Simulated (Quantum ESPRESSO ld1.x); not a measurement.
Values are calculated unless marked as measured or tabulated.
These are the eigenvalues of the occupied orbitals of an atom or ion with whole-number occupations (eV). Level of theory: Dirac Kohn-Sham, PBE, spin-unpolarised, spherical densities, point nucleus (ld1.x of Quantum ESPRESSO 7.5).

orbital  eigenvalue
1s1/2      -14799.9
2s1/2      -2512.84
2p1/2      -2336.01
2p3/2      -2281.79
3s1/2      -804.766
3p1/2      -743.504
3p3/2      -732.509
4s1/2      -377.100

Which element is it, and in what charge state? The configuration may be excited. Open shells, if any, fill j = l - 1/2 first.

Answer. Z = 36, krypton, charge +17: Kr17+ in [Ar] 4s1. The list shows which subshells hold electrons but not how many an open one holds; the 1s level, -543.88 hartree, gives Z - s = 33.0 by -(Z - s)^2/2, which with screening and relativity narrows Z to a few neighbours, and the depths of the outer levels then fix element, charge and occupations together.
